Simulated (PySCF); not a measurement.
# Working out the ionisation energy of V

V [Ar] 3d3 4s2 (4F) → V⁺ [Ar] 3d4 (5D). All numbers are calculated (PySCF 2.14, the non-relativistic Hamiltonian (point nucleus), in def2-TZVP). Frozen: [Ar]. Energies in hartree (1 hartree = 27.21139 eV):

```json
{"part": "UHF", "V (lower)": "-942.872327", "V⁺ (upper)": "-942.656164"}
{"part": "MP2 opposite-spin", "V (lower)": "-0.027498", "V⁺ (upper)": "0.000000"}
{"part": "MP2 same-spin", "V (lower)": "-0.021209", "V⁺ (upper)": "-0.037364"}
```

Question: What does Hartree-Fock give?

Answer: (-942.656164) − (-942.872327) = 0.216163 hartree = 5.882 eV.

Question: What do MP2 and SCS-MP2 (6/5 opposite-spin, 1/3 same-spin) give?

Answer: The opposite-spin parts differ by 0.748 eV and the same-spin parts by -0.440 eV. MP2: 5.882 + (0.748) + (-0.440) = 6.190 eV. SCS-MP2: 5.882 + 1.2 × (0.748) + (-0.440)/3 = 6.633 eV.

Measured between the centres of the two terms (NIST): 6.732 eV, so MP2 (valence) is off by -0.542 eV.

The calculation is non-relativistic.

What remains against the reference includes basis incompleteness, the frozen core and correlation beyond second order.
